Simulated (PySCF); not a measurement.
H₃BO (SMILES BO), singlet, geometry from GFN2-xTB; M062X/6-31G run with PySCF.

The PySCF input:
```python
from pyscf import gto, scf, dft, solvent

mol = gto.M(
    atom='''
B    -0.440589   -0.544823    0.063087
H    -0.342800   -1.270403    0.978173
H    -1.267257   -0.704566   -0.765188
O     0.429648    0.454221    0.023073
H     0.375815    1.065317   -0.712999
''',
    basis='6-31g',
    charge=0,
    spin=0,
    verbose=4,
)

mf = dft.RKS(mol)
mf.xc = 'm062x'
mf.kernel()
```

Task: What does PySCF print? Leave out banner, timings and long lists.

Result: 
```
PySCF version 2.14.0

[INPUT] verbose = 4
[INPUT] num. atoms = 5
[INPUT] num. electrons = 16
[INPUT] charge = 0
[INPUT] spin (= nelec alpha-beta = 2S) = 0
[INPUT] symmetry False subgroup None
[INPUT] Mole.unit = angstrom
[INPUT] Symbol           X                Y                Z      unit          X                Y                Z       unit  Magmom
[INPUT]  1 B     -0.440589000000  -0.544823000000   0.063087000000 AA   -0.832592543496  -1.029566256364   0.119217152020 Bohr   0.0
[INPUT]  2 H     -0.342800000000  -1.270403000000   0.978173000000 AA   -0.647798115501  -2.400713737826   1.848479072444 Bohr   0.0
[INPUT]  3 H     -1.267257000000  -0.704566000000  -0.765188000000 AA   -2.394768659438  -1.331436776680  -1.445995753804 Bohr   0.0
[INPUT]  4 O      0.429648000000   0.454221000000   0.023073000000 AA    0.811917049967   0.858353290026   0.043601650872 Bohr   0.0
[INPUT]  5 H      0.375815000000   1.065317000000  -0.712999000000 AA    0.710187423503   2.013157365843  -1.347372837089 Bohr   0.0

nuclear repulsion = 30.8093090529774
number of shells = 16
number of NR pGTOs = 56
number of NR cGTOs = 24
basis = 6-31g
ecp = {}

******** <class 'pyscf.dft.rks.RKS'> ********
method = RKS
initial guess = minao
damping factor = 0
level_shift factor = 0
DIIS = <class 'pyscf.scf.diis.CDIIS'>
diis_start_cycle = 1
diis_space = 8
diis_damp = 0
SCF conv_tol = 1e-09
SCF conv_tol_grad = None
SCF max_cycles = 50
direct_scf = True
direct_scf_tol = 1e-13
XC library pyscf.dft.libxc version 7.1.2
    S. Lehtola, C. Steigemann, M. J. T. Oliveira, and M. A. L. Marques,  SoftwareX 7, 1–5 (2018)
XC functionals = m062x
    Y. Zhao and D. G. Truhlar,  Theor. Chem. Acc. 120, 215 (2008)
    Y. Zhao and D. G. Truhlar,  Theor. Chem. Acc. 120, 215 (2008)
radial grids:
    Treutler-Ahlrichs [JCP 102, 346 (1995); DOI:10.1063/1.469408] (M4) radial grids

becke partition: Becke, JCP 88, 2547 (1988); DOI:10.1063/1.454033
pruning grids: <function nwchem_prune>
grids dens level: 3
symmetrized grids: False
atomic radii adjust function: <function treutler_atomic_radii_adjust>
small_rho_cutoff = 0
Set gradient conv threshold to 3.16228e-05
Initial guess from minao.
tot grids = 57552
init E= -101.906869867478
  HOMO = -0.357775675805978  LUMO = -0.0432069851909567  gap/eV = 8.55985
cycle= 1 E= -101.767175788811  delta_E= 0.14  |g|= 0.499  |ddm|= 1.79
  HOMO = -0.303920442634456  LUMO = 0.0622259954941873  gap/eV = 9.96335
cycle= 2 E= -101.749420718879  delta_E= 0.0178  |g|= 0.616  |ddm|= 0.756
  HOMO = -0.363849034493021  LUMO = 0.0432536125316094  gap/eV = 11.07783
cycle= 3 E= -101.818729795225  delta_E= -0.0693  |g|= 0.022  |ddm|= 0.431
  HOMO = -0.367728678507693  LUMO = 0.0414332465166918  gap/eV = 11.13386
cycle= 4 E= -101.818886860654  delta_E= -0.000157  |g|= 0.00498  |ddm|= 0.0296
  HOMO = -0.36651295024544  LUMO = 0.0432427409616074  gap/eV = 11.15002
cycle= 5 E= -101.818895427035  delta_E= -8.57e-06  |g|= 0.00104  |ddm|= 0.00817
  HOMO = -0.366788682854682  LUMO = 0.0428879625990113  gap/eV = 11.14787
cycle= 6 E= -101.81889589195  delta_E= -4.65e-07  |g|= 0.000151  |ddm|= 0.00225
  HOMO = -0.366800015787094  LUMO = 0.04290079288586  gap/eV = 11.14853
cycle= 7 E= -101.818895905092  delta_E= -1.31e-08  |g|= 2.92e-05  |ddm|= 0.000404
  HOMO = -0.36679737154771  LUMO = 0.0429051396266378  gap/eV = 11.14857
cycle= 8 E= -101.818895905554  delta_E= -4.62e-10  |g|= 4.65e-06  |ddm|= 6.52e-05
  HOMO = -0.366797529216963  LUMO = 0.042905156160963  gap/eV = 11.14858
Extra cycle  E= -101.818895905561  delta_E= -7.5e-12  |g|= 3.61e-06  |ddm|= 9.02e-06
converged SCF energy = -101.818895905561
```
